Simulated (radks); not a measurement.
The numbers below are computed, except where a source is named.
Species: neutral neodymium. Configuration: [Xe] 4f4 6s2 (the NIST ground configuration). Code: a radial shooting solver on a logarithmic mesh with Libxc functionals. Model: Dirac Kohn-Sham, PBE, spin-unpolarised, spherical densities, point nucleus; open shells fill j = l - 1/2 first.

Radial electron density D(r) = 4 pi r^2 rho(r):

r (bohr),D(r) (e/bohr)
0.001328,5.145
0.001546,6.587
0.001814,8.503
0.002112,10.78
0.002478,13.75
0.002885,17.21
0.003359,21.37
0.003941,26.57
0.004588,32.31
0.005342,38.80
0.006268,46.30
0.007298,53.83
0.008496,61.37
0.00997,68.77
0.01161,74.67
0.01362,79.02
0.01586,80.87
0.01846,80.36
0.02166,77.69
0.02522,74.24
0.02936,71.53
0.03445,71.48
0.04011,75.43
0.04669,83.24
0.05479,93.52
0.06379,101.6
0.07485,104.1
0.08714,99.27
0.1014,89.48
0.119,79.88
0.1386,77.27
0.1613,82.21
0.1893,89.52
0.2204,89.40
0.2587,76.61
0.3011,56.95
0.3506,40.42
0.4114,34.40
0.4789,37.52
0.5575,40.85
0.6543,37.76
0.7617,29.25
0.8867,20.13
1.041,13.71
1.211,10.75
1.422,8.961
1.655,7.107
1.927,4.959
2.261,2.955
2.632,1.700
3.064,1.060
3.596,0.7751
4.186,0.6244
4.873,0.4674
5.719,0.2894
6.658,0.1508
7.813,0.06104
9.096,0.02048
10.59,0.005265
12.43,0.0009106
14.47,0.0001226

D(r) has 4 maxima, at r = 0.0165, 0.0731, 0.205, 0.567 bohr, and minima at 0.0321, 0.134, 0.411 bohr, inside which lie 2.02, 11.15, 29.12 electrons.
